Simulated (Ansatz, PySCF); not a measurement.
Breaking a bond: BH (anion, charge -1), lowest doublet found (which spin is the ground state isn't settled by this scan).

Computed with: UCCSDT = CCSDT on UHF/aug-cc-pVTZ, frozen core in Ansatz (an electronic-structure program); UKS-B3LYP/LANL2DZ = PySCF 2.14.0 with unrestricted B3LYP/LANL2DZ; ROCCSD(T) = CCSD(T) on ROHF/aug-cc-pVTZ, frozen core run with Ansatz; FCI = full CI/aug-cc-pVTZ, frozen core (Ansatz).

Energies relative to the lowest point of each curve between 1.01 and 1.54 Å, where full CI is lowest, in kcal/mol:

```csv
R / Å,UCCSDT,UKS-B3LYP/LANL2DZ,ROCCSD(T)
0.90,47.7,54.6,47.7
1.01,17.9,22.8,17.9
1.04,12.9,17.3,13.0
1.10,5.9,9.3,6.0
1.16,2.0,4.2,2.0
1.24,0.0,0.8,0.0
1.37,1.8,0.4,1.8
1.45,4.6,2.1,4.7
1.69,15.7,11.0,15.8
2.02,30.0,25.3,30.3
3.30,57.1,56.1,57.6
3.90,61.8,60.0,62.1
```

Question: Predict the corresponding FCI column.

Answer: 0.90: 47.7; 1.01: 17.9; 1.04: 12.9; 1.10: 5.9; 1.16: 2.0; 1.24: 0.0; 1.37: 1.8; 1.45: 4.6; 1.69: 15.7; 2.02: 30.0; 3.30: 57.0; 3.90: 61.8 (kcal/mol).

The unrestricted determinant behind UCCSDT is spin-contaminated at 0.82 to 1.84, 2.52 to 3.90 Å (<S²> up to 1.2, against 0.75 for a pure doublet). Where the anion isn't bound against loss of the electron, the finite basis alone holds it. The unrestricted determinant behind UKS-B3LYP/LANL2DZ is spin-contaminated at 0.82 to 1.13, 2.85 to 3.90 Å (<S²> up to 1.3, against 0.75 for a pure doublet). The T1 diagnostic of CCSD on the restricted reference of ROCCSD(T) exceeds 0.045 at 2.52 to 3.90 Å.
